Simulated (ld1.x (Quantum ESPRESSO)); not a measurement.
**Zn: one change to an ultrasoft potential, before and after**

| Property | Result |
| --- | --- |
| Element | Zn (Z = 30) |
| Generator | ld1.x (Quantum ESPRESSO) 7.5 |
| Type | ultrasoft |
| Functional | PBE |
| Relativity | scalar-relativistic |
| Frozen core | [Ar] |
| Valence charge | 12 |
| Reference configuration | 3d10 4s1 4p0 (charge +1) |
| Partial waves | 4s (bound): rcut 2.20, rcutus 2.45 bohr; 4s channel at 3.8 Ry: rcut 2.20, rcutus 2.45 bohr; 4p (bound, empty): rcut 1.75, rcutus 2.30 bohr; 4p channel at 0.3 Ry: rcut 1.75, rcutus 2.30 bohr; 3d (bound): rcut 1.10, rcutus 1.20 bohr; 3d channel at -0.4 Ry: rcut 1.10, rcutus 1.20 bohr |
| Local potential | all-electron potential smoothed inside 1.85 bohr (lloc = -1) |
| Core correction | a·sin(br)/r model core inside 1.10 bohr |
| Augmentation charge | PSQ, radius 1.10 bohr |

Change: type PAW; local potential all-electron potential smoothed inside 1.70 bohr (lloc = -1); augmentation BG, radius 0.85 bohr.

Cutoffs: the cutoffs (Ry, on a coarse ladder) from which the occupation-weighted sum of valence levels, in a spherical-Bessel basis at the reference potential, stays within 10 and 1 mRy of its value at 400 Ry; they do not see the model core or the augmentation charge, which bear on the density cutoff. Errors are all-electron minus pseudo energies relative to the spin-unpolarised reference configuration.

**Question.** Predict the effect on cutoff, ghosts and configuration errors.

**Answer.** The potential gets neither clearly harder nor softer (100 Ry and 160 Ry → 100 Ry and 160 Ry); of the 7 tests that both files solve, the error grows in 6 and shrinks in 0 by more than 15 % and 0.3 meV (median size 1.9 → 24.8 meV); neither file shows a bound ghost. Several settings change at once here, so the effects cannot be laid on one of them.

```csv
quantity,base,changed
"cutoff, loose",100 Ry,100 Ry
"cutoff, tight",160 Ry,160 Ry
bound ghosts,none,none
"error for 3d10 4s2 4p0, meV [ΔE -9.89 eV]",+2.7,+34
"error for 3d10 4s0 4p0, meV [ΔE 18.44 eV]",-1.9,+25
"error for 3d9 4s0 4p0, meV [ΔE 58.98 eV]",-136,-205
"error for 3d10 4s1 4p1, meV [ΔE -4.80 eV]",+0.7,+0.5
"error for 3d10 4s0 4p2, meV [ΔE 0.67 eV]",0.0,+9.6
"error for 3d10 4s0 4p1, meV [ΔE 6.32 eV]",-0.4,+13
"error for 3d8 4s0 4p0, meV [ΔE 120.79 eV]",-538,-1135
s: phases at 2.67 bohr within 0.05 rad from the reference energy up to (Ry; the scan ends near 5),to the end of the scan,to the end of the scan
p: phases at 2.67 bohr within 0.05 rad from the reference energy up to (Ry; the scan ends near 5),3.6,3.6
d: phases at 2.67 bohr within 0.05 rad from the reference energy up to (Ry; the scan ends near 5),to the end of the scan,to the end of the scan
lowest overlap eigenvalue by channel,"s 0.65, p 0.64, d 1.00","s 0.65, p 0.62, d 1.00"
```

Changed file: ld1.x warns that Blöchl-style (BG) augmentation functions are not a good idea.
